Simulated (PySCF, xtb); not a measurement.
H3InO2Se, SMILES [In]([OH])([OH])[SeH]. The values are those of a single conformer.

Harmonic wavenumbers (cm⁻¹) from GFN2-xTB in xtb 6.7.1 at its own minimum, in rising order: 68, 84, 120, 151, 179, 230, 266, 408, 429, 547, 624, 695, 2041, 3628, 3650.

**Question.** What does PySCF with PBE-D3(BJ)/def2-SVP give at its own minimum? (An estimate is asked for; the answer gives what the named calculation found.)

**Answer.** 70, 71, 110, 112, 198, 230, 235, 554, 577, 594, 774, 821, 2355, 3700, 3702. Paired by order, the mean absolute difference is 78 cm⁻¹ and the zero-point energies are 18.8 and 20.2 kcal/mol.
